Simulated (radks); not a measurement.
Spherical quantum dot in the effective-mass picture: electrons in a parabolic well V = omega^2 r^2 / 2 with omega = 1.66, all in effective atomic units (hartree* = m*/eps^2 hartree, bohr* = eps/m* bohr), one dielectric constant everywhere. Method: non-relativistic Kohn-Sham, PBEsol, spin-polarised, spherical densities; computed with a radial shooting solver with Libxc functionals. Levels are named by radial order and angular momentum (1s, 1p, 1d, 2s, ...), and open shells are averaged over m. Results are scaled to m* = 0.225 and eps = 15.1, for which hartree* = 26.85 meV and bohr* = 3.551 nm. Each electron was tried in the lowest free levels, single moves between levels near the top were tried too, and the lowest total energy was kept; such a search can miss a lower state. At N = 1 the Hartree and exchange-correlation terms need not cancel, so that row can carry a self-interaction error.

\begin{tabular}{lrrrrrrr}
N & open shells & 2S & E (meV) & mu = E(N) - E(N-1) (meV) & addition energy mu(N+1) - mu(N) (meV) & e(HOMO) (meV) & rms radius (nm) \\ \hline
1 & 1s(up 1, down 0) & 1 & 67.5688 & 67.569 & 25.62 & 77.406 & 3.388 \\
2 & none & 0 & 160.756 & 93.187 & 57.44 & 102.62 & 3.555 \\
3 & 1p(up 1, down 0) & 1 & 311.378 & 150.62 & 16.45 & 158.74 & 3.993 \\
4 & 1p(up 2, down 0) & 2 & 478.454 & 167.08 & 16.75 & 175.45 & 4.239 \\
5 & 1p(up 3, down 0) & 3 & 662.278 & 183.82 & 21.48 & 192.18 & 4.416 \\
6 & 1p(up 3, down 1) & 2 & 867.579 & 205.30 & 15.22 & 212.82 & 4.568 \\
7 & 1p(up 3, down 2) & 1 & 1088.10 & 220.52 & 15.48 & 228.25 & 4.697 \\
8 & none & 0 & 1324.10 & 236.00 & 47.86 & 243.74 & 4.811 \\
9 & 1d(up 1, down 0) & 1 & 1607.95 & 283.86 & 13.54 & 290.62 & 4.985 \\
10 & 1d(up 2, down 0) & 2 & 1905.35 & 297.39 & 13.53 & 304.17 & 5.133 \\
11 & 1d(up 3, down 0) & 3 & 2216.27 & 310.92 & 13.47 & 317.67 & 5.263 \\
12 & 1d(up 4, down 0) & 4 & 2540.66 & 324.39 & 13.37 & 331.09 & 5.378 \\
13 & 1d(up 5, down 0) & 5 & 2878.42 & 337.76 & 17.11 & 344.41 & 5.484 \\
14 & 1d(up 5, down 1) & 4 & 3233.30 & 354.88 & 12.64 & 361.19 & 5.584 \\
15 & 1d(up 5, down 2) & 3 & 3600.81 & 367.51 & 12.65 & 373.84 & 5.676 \\
16 & 1d(up 5, down 3) & 2 & 3980.97 & 380.16 & 12.61 & 386.47 & 5.763 \\
17 & 1d(up 5, down 4) & 1 & 4373.74 & 392.77 & 12.54 & 399.05 & 5.845 \\
18 & none & 0 & 4779.05 & 405.31 & 16.29 & 411.55 & 5.923 \\
19 & 2s(up 1, down 0) & 1 & 5200.64 & 421.59 & 14.30 & 427.95 & 5.999 \\
20 & none & 0 & 5636.53 & 435.89 & 34.41 & 442.14 & 6.073 \\
21 & 1f(up 1, down 0) & 1 & 6106.83 & 470.30 & 11.33 & 475.98 & 6.164 \\
22 & 1f(up 2, down 0) & 2 & 6588.47 & 481.64 & 11.29 & 487.29 & 6.249 \\
23 & 1f(up 3, down 0) & 3 & 7081.40 & 492.93 & 11.24 & 498.55 & 6.329 \\
24 & 1f(up 4, down 0) & 4 & 7585.56 & 504.16 & 11.18 & 509.76 & 6.406 \\
25 & 1f(up 5, down 0) & 5 & 8100.90 & 515.34 & 11.12 & 520.91 & 6.479 \\
26 & 1f(up 6, down 0) & 6 & 8627.36 & 526.46 & 11.06 & 532.00 & 6.550 \\
27 & 1f(up 7, down 0) & 7 & 9164.88 & 537.52 & 13.96 & 543.02 & 6.617 \\
28 & 1f(up 7, down 1) & 6 & 9716.35 & 551.47 & - & 556.84 & 6.683 \\
\end{tabular}

All shells are closed at N = 2, 8, 18, 20 (there: 1s2 1p6 1d10 2s2); the second difference of the energy has clear peaks (12 % above both neighbours; the first and last values, which can be the largest, are not judged, and half-filled shells can peak too) at N = 2, 5, 8, 13, 18, 20.
